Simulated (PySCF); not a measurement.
How methods differ on the excitation energy of Hg

Hg [Xe] 4f14 5d10 6s2 (1S) → Hg [Xe] 4f14 5d9 6s2 6p1 (high-spin determinant), as a difference of total energies. Calculation: PySCF 2.14, in aug-cc-pwCVTZ-PP with ECP60MDF (8s8p7d4f3g, 122 functions); scalar relativity through the core potential. Correlated levels: valence: 5s2 5p6 frozen; valence and next inner shell: nothing frozen outside the core potential. The calculations carry no spin-orbit coupling.

| method | excitation energy (eV) |
| --- | --- |
| UHF | 8.627 |
| LDA | 9.849 |
| PBE | 9.675 |
| PBE0 | 9.572 |
| r2SCAN | 9.601 |
| wB97M-V | 9.448 |
| HSE06 | 9.557 |
| wB97X-V | 9.520 |
| MP2 (valence) | 10.232 |
| SCS-MP2 (valence) | 10.132 |
| MP2 (valence and next inner shell) | 10.002 |
| SCS-MP2 (valence and next inner shell) | 9.882 |

Q: How much does correlation contribute at MP2 (valence and next inner shell)?

A: 10.002 − (8.627) = 1.375 eV, measured against UHF.

The determinant of the upper state mixes LS terms, which raises its energy above the lowest term, most at the Hartree-Fock and MP2 levels.
